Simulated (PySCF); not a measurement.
SbFCl2, SMILES [Cl][Sb]([Cl])[F]. Atoms are numbered in the order given.

```xyz
4

Sb    -0.3811    -0.4086     0.0000
F      1.2212    -1.4988     0.0000
Cl     0.2485     1.0096    -1.8028
Cl     0.2485     1.0096     1.8028
```
Charge 0, spin multiplicity 1.

The structure is a stationary point at B3LYP-D3(BJ)/def2-SVP. The def2 effective core potentials stand for the cores of Sb; spin–orbit coupling is left out.

Calculation: PBE0/def2-TZVPD run with PySCF.

Symmetry labels are those of the subgroup Cs that the program uses (full group Cs).

**Question.** List the valence orbital energies around the gap with their symmetry. (The exact figures need the calculation; the answer reports its results.)

**Answer.** 
| orbital | symmetry | energy (eV) |
|---|---|---|
| HOMO−7 | A" | -12.32 |
| HOMO−6 | A' | -12.11 |
| HOMO−5 | A" | -11.09 |
| HOMO−4 | A' | -10.31 |
| HOMO−3 | A' | -9.85 |
| HOMO−2 | A" | -9.56 |
| HOMO−1 | A" | -9.38 |
| HOMO | A' | -8.97 |
| LUMO | A' | -2.27 |
| LUMO+1 | A" | -2.11 |
| LUMO+2 | A' | -1.67 |
| LUMO+3 | A' | 0.26 |
